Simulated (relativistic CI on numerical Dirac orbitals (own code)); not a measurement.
What each ingredient does to the levels of I¹²⁺

Base calculation: Dirac-Coulomb-Breit CI, KLI orbitals optimised for each configuration, model QED (radiative potential, 1s self-energy scaled to tabulated hydrogen-like ionisation energies), unscaled Slater integrals.

CI space (outside the closed core [Ar] 3d10): 4s²4p⁶4d⁵, 4s²4p⁵4d⁶, 4s²4p⁶4d⁴4f, 4s²4p⁶4d⁴5s, 4s4p⁶4d⁶, 4s²4p⁶4d⁴5p, 4s²4p⁵4d⁵4f, 4s²4p⁶4d³4f5s, 4s²4p⁶4d⁴5d, 4s4p⁶4d⁵4f, 4s²4p⁶4d³5s5p, 4s²4p⁶4d⁴6s, 4s²4p⁵4d⁵5s, 4s²4p⁶4d⁴5f, 4s²4p⁶4d⁴6p, 4s²4p⁶4d⁴5g, 4s²4p⁶4d⁴6f, 4s²4p⁶4d⁴7p, 4s²4p⁶4d⁴7f, 4s4p⁶4d⁵5p, 4p⁶4d⁶5p, 4s²4p⁶4d³5s², 4s²4p⁶4d²4f5s², 4s²4p⁶4d²5s²5p, 4s²4p⁵4d³4f5s², 4p⁶4d⁷, 4p⁵4d⁸, 4p⁵4d⁷4f. Double excitations out of closed p, d and f shells are left out; levels of such configurations are missing from the list, as are those of other unlisted configurations, and high levels can miss mixing partners. These lack a partner that the ground configuration has and come out too high: 4s²4p⁵4d⁵5s.

The lowest level and the first level of each name with at least 55 % of one term (blank where a level has no safe partner in the second run):

| Level | Base (cm⁻¹) | Shift (cm⁻¹) |
| --- | --- | --- |
| 4s²4p⁶4d⁵ ⁶S5/2 | 0 | 0 |
| 4s²4p⁶4d⁵ ⁴G7/2 | 46986 | +15 |
| 4s²4p⁶4d⁵ ⁴G11/2 | 47798 | +233 |
| 4s²4p⁶4d⁵ ⁴G9/2 | 49073 | +221 |
| 4s²4p⁶4d⁵ ⁴D7/2 | 60066 | +190 |
| 4s²4p⁶4d⁵ ²I11/2 | 67214 | +264 |
| 4s²4p⁶4d⁵ ²I13/2 | 71603 | +575 |
| 4s²4p⁶4d⁵ ²G7/2 | 91199 | +409 |
| 4s²4p⁶4d⁵ ²H11/2 | 100411 | +863 |
| 4s²4p⁶4d⁵ ²S1/2 | 107236 | +268 |
| 4s²4p⁶4d⁵ ²P3/2 | 156921 | +159 |
| 4s²4p⁶4d⁵ ²P1/2 | 161633 | +434 |
| 4s²4p⁵4d⁶ ⁶F°11/2 | 651395 | +1385 |
| 4s²4p⁵4d⁶ ⁶F°9/2 | 665624 | +1595 |
| 4s²4p⁵4d⁶ ⁶P°3/2 | 668477 | +1437 |
| 4s²4p⁵4d⁶ ⁴P°5/2 | 674874 | +1138 |
| 4s²4p⁵4d⁶ ⁴H°13/2 | 690485 | +1616 |

At this charge energies of transitions that change n are usually good to better than 1 %, and those within a shell (Δn = 0) to a few per cent. Terms inside the open d or f shell come out 10 to 20 % too wide with unscaled integrals. Levels and lines within the n = 5 or 6 shells can be off by up to 10 % or somewhat more, and those that change n by about 2 %, since core polarisation is missing.

**Question.** One thing was changed in a second run, which moved the levels as shown. Which?
A. non-relativistic limit
B. configuration mixing switched off
C. Breit term removed
D. QED terms removed

**Answer.** C. Breit term removed. The Breit term mainly narrows fine-structure intervals, so removing it widens them.

LS names give the leading component of a level, which can be under half, so a name can repeat, a term be missing and a line seem to break the LS rules.
